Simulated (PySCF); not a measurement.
A GIAO shielding run with PySCF 2.14.0 with density-fitted response routines (density fitting, non-relativistic, gas phase) on SMILES FC[Si@H](Cl)C1=C(Cl)CC1, C5H7Cl2FSi:

```
$ OMP_NUM_THREADS=1 python probes_run.py task.json out

{"job": {"kind": "nmr", "xc": "PBE0", "basis": "pcSseg-1"}, "charge": 0, "multiplicity": 1}
F      2.594726     1.417697    -0.464266
C      2.623097     0.103025    -0.048173
Si     1.149398    -0.272931     1.134694
Cl     1.302392    -2.240454     1.586598
C     -0.471709     0.002327     0.249401
C     -1.353377     1.010106     0.166220
Cl    -1.417007     2.566254     0.840473
C     -2.313547     0.312141    -0.746486
C     -1.313937    -0.867753    -0.673544
H      3.592391    -0.043141     0.437279
H      2.600168    -0.505857    -0.957218
H      1.268816     0.535687     2.343108
H     -2.431353     0.764259    -1.729225
H     -3.295908     0.115494    -0.321617
H     -0.838005    -1.117181    -1.618767
H     -1.703745    -1.770730    -0.209888
```

Hardware: 1 thread of an Intel Xeon, shared host. The job also computes population analyses, field gradients, ring-centre shieldings.

(1) How large is the calculation?

(2) How long does it take, and how much memory does it need?

## Answers

(1) 94 electrons, 209 basis functions and 1153 auxiliary functions.

(2) 2.1 min of wall time, with 13 SCF cycles and 5 response iterations; peak memory 0.94 GiB. Times on a shared host scatter by some tens of per cent.
